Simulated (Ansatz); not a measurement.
C3H2O, SMILES `C#CC=O` (charge 0, multiplicity 1).

Calculation: Ansatz (an electronic-structure program) with CAM-B3LYP/cc-pVTZ // B3LYP-D3(BJ)/def2-TZVP.

Ansatz 0.2 input:
```yaml
crystal:
  periodic: [false, false, false]
  atoms:
    - { symbol: C, position_ang: [1.514791, 0.093362, -0.584777] }
    - { symbol: C, position_ang: [0.327343, 0.048686, -0.406393] }
    - { symbol: C, position_ang: [-1.097348, -0.066737, -0.196786] }
    - { symbol: O, position_ang: [-1.830324, 0.87463, -0.017565] }
    - { symbol: H, position_ang: [2.565022, 0.153347, -0.741089] }
    - { symbol: H, position_ang: [-1.479493, -1.103291, -0.212292] }
basis:
  gaussian: { orbitals: cc-pVTZ }
hamiltonian:
  xc: cam_b3lyp
```

Output:

```
Functional definition: CAM-B3LYP
779 factors; their error is unknown
186 factors; integrals over basis functions are off by at most 1.6e-5 eV
mean field evaluation 1: about -5183.0283 eV, gradient 4.8e1 eV
mean field evaluation 2: about -5181.1435 eV, gradient 6.1e1 eV
mean field evaluation 4: about -5187.2697 eV, gradient 2.1e0 eV
mean field evaluation 8: about -5187.2792 eV, gradient 1.1e-1 eV
mean field evaluation 16: about -5187.2738 eV, gradient 5.1e-5 eV
mean field -5187.27384448 eV, -190.6287977241 hartree, gradient 5.1e-5 eV, S^2 0.000000; 0 other end points of the search recorded, 0 dependent functions left out
reference -5187.27394472 eV, -190.6288014079 hartree; 14, 14 occupied and 134, 134 virtual orbitals, 779 factors
Total energy: -5187.27394472 eV, -190.6288014079 hartree
```
